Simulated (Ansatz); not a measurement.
Ansatz (an electronic-structure program) input (B3LYP/LANL2DZ): The .json file is the Basis Set Exchange's LANL2DZ.

Ansatz 0.2 input:
```yaml
crystal:
  periodic: [false, false, false]
  atoms:
    - {symbol: C, position_ang: [-1.98162200, 0.05350200, -0.04955700]}
    - {symbol: C, position_ang: [-0.64661300, -0.10769500, -0.02088100]}
    - {symbol: C, position_ang: [0.61059900, 0.08118800, 0.01894600]}
    - {symbol: O, position_ang: [1.82236800, 0.09828200, 0.05112500]}
    - {symbol: H, position_ang: [-2.47313000, -0.94822800, -0.10005000]}
basis:
  gaussian:
    orbitals: LANL2DZ.json
hamiltonian:
  xc: {name: B3LYP}
total_charge: -1
relax: {f_tol: 0.003, max_steps: 120}
```

Output:

```
Functional definition: B3LYP
integrals: 0.01 GiB planned
599 factors; integrals over basis functions are off by at most 3.4e-4 eV
mean field: 0.10 GiB planned
mean field evaluation 1: about -5165.7457 eV, gradient 3.7e1 eV
mean field evaluation 2: about -5138.3237 eV, gradient 1.0e2 eV
mean field evaluation 4: about -5170.0386 eV, gradient 6.8e0 eV
mean field evaluation 8: about -5170.1309 eV, gradient 2.3e-1 eV
mean field evaluation 16: about -5170.1310 eV, gradient 5.1e-5 eV
mean field -5170.13103683 eV, -189.9988111628 hartree, gradient 5.1e-5 eV, S^2 0.000000; 0 other end points of the search recorded, 0 dependent functions left out
the calculation of the forces begins
reference -5170.13122430 eV, -189.9988180522 hartree; 14, 14 occupied and 24, 24 virtual orbitals, 599 factors
relax step   1: F+E_penalty+E_count = -5170.13103683 eV  Δ(F+E_penalty+E_count) = +0.000e0 eV  max|allowed force component| = 3.266e0 eV/Å  Δτ_max = 0.0000 Å  (27 SCF iters, accepted)
these checks for a lower state are left out or cut short: starts, cluster_reference, orbital_swaps, neighbouring_geometries, increment
integrals: 0.01 GiB planned
599 factors; integrals over basis functions are off by at most 3.4e-4 eV
mean field: 0.10 GiB planned
mean field -5170.22806910 eV, -190.0023770328 hartree, gradient 2.7e-5 eV, S^2 0.000000; 0 other end points of the search recorded, 0 dependent functions left out
the calculation of the forces begins
reference -5170.22825656 eV, -190.0023839221 hartree; 14, 14 occupied and 24, 24 virtual orbitals, 599 factors
relax step   2: F+E_penalty+E_count = -5170.22806910 eV  Δ(F+E_penalty+E_count) = -9.703e-2 eV  max|allowed force component| = 7.388e-1 eV/Å  Δτ_max = 0.0471 Å  (30 SCF iters, accepted)
these checks for a lower state are left out or cut short: starts, cluster_reference, orbital_swaps, neighbouring_geometries, increment
integrals: 0.01 GiB planned
599 factors; integrals over basis functions are off by at most 3.3e-4 eV
mean field: 0.10 GiB planned
mean field evaluation 32: about -5170.2333 eV, gradient 2.8e-5 eV
mean field -5170.23329562 eV, -190.0025691042 hartree, gradient 2.8e-5 eV, S^2 0.000000; 0 other end points of the search recorded, 0 dependent functions left out
the calculation of the forces begins
reference -5170.23348285 eV, -190.0025759846 hartree; 14, 14 occupied and 24, 24 virtual orbitals, 599 factors
relax step   3: F+E_penalty+E_count = -5170.23329562 eV  Δ(F+E_penalty+E_count) = -5.227e-3 eV  max|allowed force component| = 7.939e-2 eV/Å  Δτ_max = 0.0102 Å  (32 SCF iters, accepted)
these checks for a lower state are left out or cut short: starts, cluster_reference, orbital_swaps, neighbouring_geometries, increment
integrals: 0.01 GiB planned
599 factors; integrals over basis functions are off by at most 3.3e-4 eV
mean field: 0.10 GiB planned
mean field -5170.23353685 eV, -190.0025779691 hartree, gradient 2.2e-5 eV, S^2 0.000000; 0 other end points of the search recorded, 0 dependent functions left out
the calculation of the forces begins
reference -5170.23372397 eV, -190.0025848457 hartree; 14, 14 occupied and 24, 24 virtual orbitals, 599 factors
relax step   4: F+E_penalty+E_count = -5170.23353685 eV  Δ(F+E_penalty+E_count) = -2.412e-4 eV  max|allowed force component| = 3.996e-2 eV/Å  Δτ_max = 0.0035 Å  (25 SCF iters, accepted)
these checks for a lower state are left out or cut short: starts, cluster_reference, orbital_swaps, neighbouring_geometries, increment
integrals: 0.01 GiB planned
599 factors; integrals over basis functions are off by at most 3.3e-4 eV
mean field: 0.10 GiB planned
mean field -5170.23352827 eV, -190.0025776536 hartree, gradient 2.0e-5 eV, S^2 0.000000; 0 other end points of the search recorded, 0 dependent functions left out
the calculation of the forces begins
reference -5170.23371532 eV, -190.0025845279 hartree; 14, 14 occupied and 24, 24 virtual orbitals, 599 factors
relax step   5: F+E_penalty+E_count = -5170.23352827 eV  Δ(F+E_penalty+E_count) = +8.584e-6 eV  max|allowed force component| = 5.402e-2 eV/Å  Δτ_max = 0.0021 Å  (24 SCF iters, rejected (line search))
these checks for a lower state are left out or cut short: starts, cluster_reference, orbital_swaps, neighbouring_geometries, increment
integrals: 0.01 GiB planned
599 factors; integrals over basis functions are off by at most 3.3e-4 eV
mean field: 0.10 GiB planned
mean field -5170.23360088 eV, -190.0025803221 hartree, gradient 1.1e-5 eV, S^2 0.000000; 0 other end points of the search recorded, 0 dependent functions left out
the calculation of the forces begins
reference -5170.23378799 eV, -190.0025871982 hartree; 14, 14 occupied and 24, 24 virtual orbitals, 599 factors
relax step   6: F+E_penalty+E_count = -5170.23360088 eV  Δ(F+E_penalty+E_count) = -6.403e-5 eV  max|allowed force component| = 3.684e-2 eV/Å  Δτ_max = 0.0010 Å  (24 SCF iters, accepted)
these checks for a lower state are left out or cut short: starts, cluster_reference, orbital_swaps, neighbouring_geometries, increment
integrals: 0.01 GiB planned
599 factors; integrals over basis functions are off by at most 3.3e-4 eV
mean field: 0.10 GiB planned
mean field -5170.23380081 eV, -190.0025876696 hartree, gradient 2.3e-5 eV, S^2 0.000000; 0 other end points of the search recorded, 0 dependent functions left out
the calculation of the forces begins
reference -5170.23398791 eV, -190.0025945453 hartree; 14, 14 occupied and 24, 24 virtual orbitals, 599 factors
relax step   7: F+E_penalty+E_count = -5170.23380081 eV  Δ(F+E_penalty+E_count) = -1.999e-4 eV  max|allowed force component| = 8.756e-2 eV/Å  Δτ_max = 0.0185 Å  (30 SCF iters, accepted)
these checks for a lower state are left out or cut short: starts, cluster_reference, orbital_swaps, neighbouring_geometries, increment
integrals: 0.01 GiB planned
599 factors; integrals over basis functions are off by at most 3.3e-4 eV
mean field: 0.10 GiB planned
mean field evaluation 64: about -5170.2340 eV, gradient 6.1e-2 eV
mean field -5170.23397702 eV, -190.0025941452 hartree, gradient 1.7e-5 eV, S^2 0.000000; 0 other end points of the search recorded, 0 dependent functions left out
the calculation of the forces begins
reference -5170.23416412 eV, -190.0026010209 hartree; 14, 14 occupied and 24, 24 virtual orbitals, 599 factors
relax step   8: F+E_penalty+E_count = -5170.23397702 eV  Δ(F+E_penalty+E_count) = -1.762e-4 eV  max|allowed force component| = 4.595e-2 eV/Å  Δτ_max = 0.0098 Å  (32 SCF iters, accepted)
these checks for a lower state are left out or cut short: starts, cluster_reference, orbital_swaps, neighbouring_geometries, increment
integrals: 0.01 GiB planned
599 factors; integrals over basis functions are off by at most 3.3e-4 eV
mean field: 0.10 GiB planned
mean field -5170.23399269 eV, -190.0025947210 hartree, gradient 2.1e-5 eV, S^2 0.000000; 0 other end points of the search recorded, 0 dependent functions left out
the calculation of the forces begins
reference -5170.23417976 eV, -190.0026015955 hartree; 14, 14 occupied and 24, 24 virtual orbitals, 599 factors
relax step   9: F+E_penalty+E_count = -5170.23399269 eV  Δ(F+E_penalty+E_count) = -1.567e-5 eV  max|allowed force component| = 8.409e-3 eV/Å  Δτ_max = 0.0018 Å  (24 SCF iters, accepted)
these checks for a lower state are left out or cut short: starts, cluster_reference, orbital_swaps, neighbouring_geometries, increment
integrals: 0.01 GiB planned
599 factors; integrals over basis functions are off by at most 3.3e-4 eV
mean field: 0.10 GiB planned
mean field -5170.23399598 eV, -190.0025948418 hartree, gradient 9.9e-6 eV, S^2 0.000000; 0 other end points of the search recorded, 0 dependent functions left out
the calculation of the forces begins
reference -5170.23418306 eV, -190.0026017168 hartree; 14, 14 occupied and 24, 24 virtual orbitals, 599 factors
relax step  10: F+E_penalty+E_count = -5170.23399598 eV  Δ(F+E_penalty+E_count) = -3.288e-6 eV  max|allowed force component| = 9.527e-3 eV/Å  Δτ_max = 0.0013 Å  (24 SCF iters, accepted)
these checks for a lower state are left out or cut short: starts, cluster_reference, orbital_swaps, neighbouring_geometries, increment
integrals: 0.01 GiB planned
599 factors; integrals over basis functions are off by at most 3.3e-4 eV
mean field: 0.10 GiB planned
mean field -5170.23399736 eV, -190.0025948925 hartree, gradient 2.4e-5 eV, S^2 0.000000; 0 other end points of the search recorded, 0 dependent functions left out
the calculation of the forces begins
reference -5170.23418443 eV, -190.0026017673 hartree; 14, 14 occupied and 24, 24 virtual orbitals, 599 factors
relax step  11: F+E_penalty+E_count = -5170.23399736 eV  Δ(F+E_penalty+E_count) = -1.379e-6 eV  max|allowed force component| = 4.024e-4 eV/Å  Δτ_max = 0.0005 Å  (20 SCF iters, accepted)
integrals: 0.01 GiB planned
599 factors; integrals over basis functions are off by at most 3.3e-4 eV
mean field: 0.10 GiB planned
mean field evaluation 96: about -5170.2343 eV, gradient 4.2e-1 eV
mean field -5170.23399736 eV, -190.0025948925 hartree, gradient 2.4e-5 eV, S^2 0.000000; 1 other end points of the search recorded, 0 dependent functions left out
the calculation of the forces begins
reference -5170.23418443 eV, -190.0026017673 hartree; 14, 14 occupied and 24, 24 virtual orbitals, 599 factors
Total energy: -5170.23418443 eV, -190.0026017673 hartree
Atom 0 at    -2.010025     0.048781    -0.050474 Å, force     0.000402    -0.000070     0.000008 eV/Å
Atom 1 at    -0.648243    -0.106693    -0.020886 Å, force    -0.000179     0.000127     0.000000 eV/Å
Atom 2 at     0.623783     0.106963     0.020259 Å, force     0.000270    -0.000092     0.000004 eV/Å
Atom 3 at     1.878370     0.089817     0.052264 Å, force    -0.000388     0.000050    -0.000008 eV/Å
Atom 4 at    -2.512284    -0.961818    -0.101580 Å, force    -0.000104    -0.000016    -0.000003 eV/Å
Dipole moment:     0.341540    -0.342809    -0.004014 e Å
```

The dipole moment of an ion depends on the origin.

The geometry given is a B3LYP-D3(BJ)/def2-TZVP minimum.
